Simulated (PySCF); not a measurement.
Working with the constants of TeP

UHF-CCSD(T) constants of TeP, ²Π (doublet), unpaired electrons π ↑ (Te def2-TZVPP with ECP28, P def2-TZVPP; scalar-relativistic core potentials (PySCF 2.14); masses 129.9062 and 30.9738 u):

```
ωe           : 465.2 cm⁻¹
ωexe         : 1.46 cm⁻¹
Be           : 0.13227 cm⁻¹
αe           : 0.000544 cm⁻¹
De to Te + P : 2.87 eV
```

**Question.** What force constant and bond length do these constants imply?

**Answer.** Reduced mass μred = 25.010 u; k = 5.8918×10⁻⁷·μred·ωe² (u, cm⁻¹, mdyn/Å) = 3.19 mdyn/Å; Re = √(16.8576/(μred·Be)) (u, cm⁻¹, Å) = 2.257 Å.

**Question.** Estimate the centrifugal constant D from the Kratzer relation and find the Dunham coefficient a1.

**Answer.** D = 4Be³/ωe² = 4.28e-08 cm⁻¹; a1 = −1 − αeωe/(6Be²) = -3.41.

Correlated steps freeze 9 core orbitals. Spin–orbit coupling is left out, which matters for elements this heavy, above all for dissociation energies. The state was picked by a PBE0 search and need not be the measured ground state.
